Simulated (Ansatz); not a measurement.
`C=C[SiH2][SiH2]Cl` + CH₃OH → `CO[SiH2]Cl` + `C=C[SiH3]` at 500 K and 1 bar (cleavage of the Si–Si bond).

Gas-phase electronic energies from Ansatz, PBE0-D4/def2-TZVP geometries. CBS: MP2 limit from def2 TZ/QZ plus the TZ coupled-cluster correction, frozen cores. This one scheme is used for every species. One conformer a species, not always the lowest.

```tsv
species	CCSD(T)/CBS energy (Eh)	H − E (kJ/mol)	S (J/(mol·K))
`C=C[SiH2][SiH2]Cl`	-1118.27482	260.2	460.0
CH₃OH	-115.61712	157.0	265.4
`CO[SiH2]Cl`	-865.17164	200.8	382.5
`C=C[SiH3]`	-368.76077	209.7	334.4
```

H − E and S are ideal-gas, rigid-rotor, harmonic terms from PBE0-D4/def2-TZVP, for one conformer and one mirror image of each species. 1 Eh = 2625.50 kJ/mol, R = 8.31446 J/(mol·K).

Question: By hand: ΔE, ΔH, ΔS and ΔG.

Answer: ΔE = (-865.17164) + (-368.76077) − (-1118.27482) − (-115.61712) = -0.04047 Eh = -106.3 kJ/mol. Δ(H − E) = 200.8 + 209.7 − 260.2 − 157.0 = -6.7, so ΔH = -113.0 kJ/mol. ΔS = 382.5 + 334.4 − 460.0 − 265.4 = -8.5 J/(mol·K). ΔG = -113.0 − 500 × (-8.5)/1000 = -108.8 kJ/mol.

Question: By hand: the equilibrium constant, and the temperature at which ΔG would vanish if ΔH and ΔS stayed fixed.

Answer: log₁₀ K = −ΔG/(RT ln 10) = 11.4. ΔG = 0 at ΔH/ΔS = 13294 K, far beyond where these terms or the molecules hold.

The number of gas molecules stays the same, so ΔS is small and ΔH decides. A doubt of 5 kJ/mol in ΔE shifts log₁₀ K by 0.5 here. Other conformers and mirror images would add mixing entropy, several J/(mol·K) or more a flexible species. Modes under 60 cm⁻¹, often nearly free rotors, make the harmonic entropy too high. These are equilibria of isolated gas molecules and say nothing of rates. Largest T1 diagnostic: 0.011 (customary marks: 0.02 for closed shells, 0.045 for open ones).
